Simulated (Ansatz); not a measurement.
A nudged elastic band was laid between two geometries of AlF2H3O (7 atoms, charge 0, multiplicity 1).

These are results of Ansatz, RKS PBE0-D4/def2-SVP, not measurements.

```
movable images  : 9
climbing image  : yes
spring          : 5.0 eV/Å²
optimiser       : quadratic models (default)
start path      : through a guess of the saddle point
force threshold : 0.03 eV/Å
iteration limit : 60
end points      : relaxed
```

Initial state:

```xyz
7
Properties=species:S:1:pos:R:3
Al 0.004 -0.108 0.086
H 0.081 -0.586 1.603
F 1.451 0.019 -0.731
O -1.397 -0.233 -0.865
H -2.242 -0.604 -0.613
F -0.042 1.827 0.748
H 0.153 1.736 1.657
```

Final state:

```xyz
7
Properties=species:S:1:pos:R:3
Al -0.096 0.589 -0.197
H 0.067 -0.134 1.847
F 1.276 -0.223 -0.645
O -1.627 -0.076 -0.426
H -1.815 -0.915 -0.846
F 0.038 2.187 0.219
H 0.166 0.624 1.933
```

(1) What changes between the two ends?

(2) Give the energies along the band, and the barrier.

(3) What is the geometry of the highest image?

Answers

(1) Bonds broken: Al1–H2, F6–H7. Bonds formed: H2–H7. AlF2H3O becomes AlF2HO + H2.

(2) The forces met the threshold. The highest image is number 3 of 0 to 10, 8.0 kJ/mol above the first end and 116.5 kJ/mol above the last; the last end lies 108.5 kJ/mol below the first. The profile has 2 maxima (images 3, 8) with wells between them (image 6): this band takes more than one step, which may be the mechanism or a detour left from its start path. A vibrational analysis at the climbing image gives one clearly imaginary mode, 535i cm⁻¹: a first-order saddle point. The orbitals stay closed-shell, which can raise the energy where a bond breaks towards radicals; this wasn't checked here.

```json
{"image": "0", "path coordinate (Å)": "0.00", "energy (kJ/mol)": "0.0", "Al1–H2 (Å)": "1.59", "F6–H7 (Å)": "0.93", "H2–H7 (Å)": "2.32"}
{"image": "1", "path coordinate (Å)": "0.30", "energy (kJ/mol)": "0.8", "Al1–H2 (Å)": "1.60", "F6–H7 (Å)": "0.94", "H2–H7 (Å)": "1.96"}
{"image": "2", "path coordinate (Å)": "0.59", "energy (kJ/mol)": "3.5", "Al1–H2 (Å)": "1.63", "F6–H7 (Å)": "0.97", "H2–H7 (Å)": "1.59"}
{"image": "3", "path coordinate (Å)": "0.89", "energy (kJ/mol)": "8.0", "Al1–H2 (Å)": "1.68", "F6–H7 (Å)": "1.06", "H2–H7 (Å)": "1.23"}
{"image": "4", "path coordinate (Å)": "1.27", "energy (kJ/mol)": "-38.5", "Al1–H2 (Å)": "1.83", "F6–H7 (Å)": "1.43", "H2–H7 (Å)": "0.89"}
{"image": "5", "path coordinate (Å)": "1.65", "energy (kJ/mol)": "-94.3", "Al1–H2 (Å)": "2.06", "F6–H7 (Å)": "1.84", "H2–H7 (Å)": "0.78"}
{"image": "6", "path coordinate (Å)": "2.03", "energy (kJ/mol)": "-107.7", "Al1–H2 (Å)": "2.18", "F6–H7 (Å)": "2.26", "H2–H7 (Å)": "0.77"}
{"image": "7", "path coordinate (Å)": "2.42", "energy (kJ/mol)": "-106.4", "Al1–H2 (Å)": "2.14", "F6–H7 (Å)": "2.45", "H2–H7 (Å)": "0.77"}
{"image": "8", "path coordinate (Å)": "2.80", "energy (kJ/mol)": "-103.4", "Al1–H2 (Å)": "2.11", "F6–H7 (Å)": "2.44", "H2–H7 (Å)": "0.77"}
{"image": "9", "path coordinate (Å)": "3.18", "energy (kJ/mol)": "-106.0", "Al1–H2 (Å)": "2.12", "F6–H7 (Å)": "2.39", "H2–H7 (Å)": "0.77"}
{"image": "10", "path coordinate (Å)": "3.57", "energy (kJ/mol)": "-108.5", "Al1–H2 (Å)": "2.17", "F6–H7 (Å)": "2.32", "H2–H7 (Å)": "0.77"}
```

(3) 
```xyz
7
Properties=species:S:1:pos:R:3:forces:R:3
Al 0.033 0.086 0.005 0.00 0.00 0.00
H 0.124 -0.108 1.676 0.00 0.00 0.00
F 1.505 -0.022 -0.748 0.00 0.00 0.00
O -1.350 -0.389 -0.827 0.00 0.00 0.00
H -2.261 -0.459 -0.547 0.00 0.00 0.00
F -0.077 1.831 0.778 0.00 0.00 0.00
H 0.033 1.114 1.550 0.00 0.00 0.00
```

Run time: 25 min on 1 thread of Arm Neoverse N1 (shared host), peak memory 0.15 GiB.
